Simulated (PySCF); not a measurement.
Level of theory: PBE0 in PySCF with Bi def2-SVPD with ECP60, O def2-SVPD; scalar-relativistic core potentials, no spin–orbit coupling; density-fitted integrals. Open shells, if any, are unrestricted.

Question: What shape and geometry does isolated singlet BiO₃⁻ take (every ligand bound to Bi)?

Answer: Counting electrons, bismuth keeps none of its valence electrons outside its bonds, so the VSEPR class is AX3 and the expected shape is trigonal planar (D3h), as computed. The lowest minimum found is a singlet of D3h symmetry with Bi–O 1.972 Å (×3); O–Bi–O 120.0° (×3). Its harmonic wavenumbers are 145 (a2''), 187 (e'), 673 (a1'), 684 (e') cm⁻¹ and its dipole moment is 0.00 D about the centre of mass.

This need not be the most stable arrangement of these atoms. The lowest empty level of this anion is unbound, so it and the gap depend on the basis. No spin–orbit coupling is included, which matters more the heavier the element.
